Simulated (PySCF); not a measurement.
Run record: geometry optimisation, `CO[SiH2]C#CC#N`.

Computed with PBE0-D3(BJ)/def2-SVP geometry optimisation, gas phase (PySCF 2.14.0). Start geometry: GFN2-xTB. The input is one job of a driver script: a line of settings, then coordinates in Å.

Command:
```bash
OMP_NUM_THREADS=1 python probes_run.py task.json out
```

Input:
```
{"job": {"xc": "PBE0", "basis": "def2-SVP", "d3": "d3bj", "grid": 1, "shake": 0.01, "kind": "geom"}, "charge": 0, "multiplicity": 1}
C     -2.492260     0.002260    -0.309680
O     -1.154550    -0.112140    -0.067080
Si     0.072050     0.841920    -0.484670
C      1.533870    -0.104780     0.256360
C      2.457720    -0.691560     0.710970
C      3.526180    -1.343060     1.244090
N      4.442690    -1.907170     1.689200
H     -2.698540     0.053770    -1.392870
H     -2.903760     0.951910     0.151350
H     -3.024320    -0.831270     0.139310
H      0.005720     2.167750     0.151180
H      0.274890     0.944100    -1.920670
```

Output:
```
step   0  E = -574.08397073  max force = 0.072026
step   1  E = -574.09149959  max force = 0.005506
step   2  E = -574.09184435  max force = 0.003149
step   3  E = -574.09198720  max force = 0.002415
step   4  E = -574.09208208  max force = 0.001783
step   5  E = -574.09212040  max force = 0.001159
step   6  E = -574.09213283  max force = 0.000404
optimisation converged
```

Energies in Eh; «max force» is the largest Cartesian gradient component in Eh/bohr.

How much energy does the optimisation release, in eV?

E(step 0) − E(last step) = 0.008162 Eh, which is 0.222 eV.

Give the first gradient maximum in eV/Å.

With 1 Eh/bohr = 51.422 eV/Å, 3.704 eV/Å.

In short: final energy -574.09213 Eh after 6 steps; dipole 5.05 D.

Give the final coordinates.

0.132 Å rms from the input after alignment:
```
atom  x, y, z in Å
C1    -2.5643    0.0329   -0.3547
O2    -1.2279   -0.2440   -0.0304
Si3    0.0615    0.7122   -0.4242
C4     1.5448   -0.1152    0.2852
C5     2.5462   -0.6401    0.7466
C6     3.6725   -1.2317    1.2677
N7     4.6264   -1.7297    1.7081
H8    -2.7298    0.0441   -1.4473
H9    -2.8983    1.0030    0.0561
H10   -3.1980   -0.7554    0.0771
H11   -0.0470    2.0727    0.1775
H12    0.2490    0.8243   -1.8995
```

Time: 46 s wall; peak memory 0.52 GiB. Hardware: Arm Neoverse V1, one thread, on a shared host.
Labels such as C1 count atoms from 1, the log's own numbers from 0.
